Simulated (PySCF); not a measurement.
Gas-phase reaction: 3 CH3GeH3 + CH2 = Ge3H8 + 2 C2H6, at 1000 K and a standard pressure of 1 bar. Level: HF/6-31G*.

Energies from PySCF, thermal terms from the rigid-rotor harmonic-oscillator model, ideal gas at 1 bar. 6-31G* has spherical d functions here. Open shells (unrestricted): CH2 (multiplicity 3); the rest are closed-shell singlets. Ge: all electrons, no relativistic terms. The harmonic model lacks anharmonicity and excited electronic states, which grow with temperature; levels with a mode under 35 cm⁻¹ are left out. Internal rotation in CH3GeH3, Ge3H8, C2H6 is treated as a harmonic vibration of one conformer, which makes the entropy rough.

```csv
species,E (Ha),H(1000 K) − E (kJ/mol),S°(1000 K) (J/mol/K)
CH3GeH3,-2115.89207,253.2,385.9
CH2,-38.92130,85.2,240.8
Ge3H8,-6228.28643,318.5,581.1
C2H6,-79.22828,281.0,321.8
```
E: electronic energy; H − E holds the zero-point and thermal terms. 1 Ha = 2625.5 kJ/mol.

**Question.** Work out ΔH°, ΔS°, ΔG° and log10 K from these numbers.

**Answer.** 1. ΔE = 1×(-6228.28643) + 2×(-79.22828) − 3×(-2115.89207) − 1×(-38.92130) = -0.14548 Ha = -382.0 kJ.
2. Δ(H − E) = 1×(318.5) + 2×(281.0) − 3×(253.2) − 1×(85.2) = 35.7 kJ, so ΔH° = -346.3 kJ.
3. ΔS° = 1×(581.1) + 2×(321.8) − 3×(385.9) − 1×(240.8) = -173.8 J/K; the number of gas molecules changes by -1.
4. ΔG° = ΔH° − TΔS° = -346.3 − 1000×(-173.8)/1000 = -172.5 kJ.
5. log10 K = −ΔG°/(RT ln 10) = 9.01, with RT ln 10 = 19.14 kJ/mol; at standard pressures the products are favoured.
6. A shift of 10 kJ in ΔE would move log10 K by 0.52 here.
For scale, ΔH°(298 K) is -341 kJ at this level, -460 kJ at ωB97M-V/def2-TZVP†, and runs from -541 to -311 kJ over the 18 levels computed († marks an energy on the PBE0/def2-TZVP geometry).
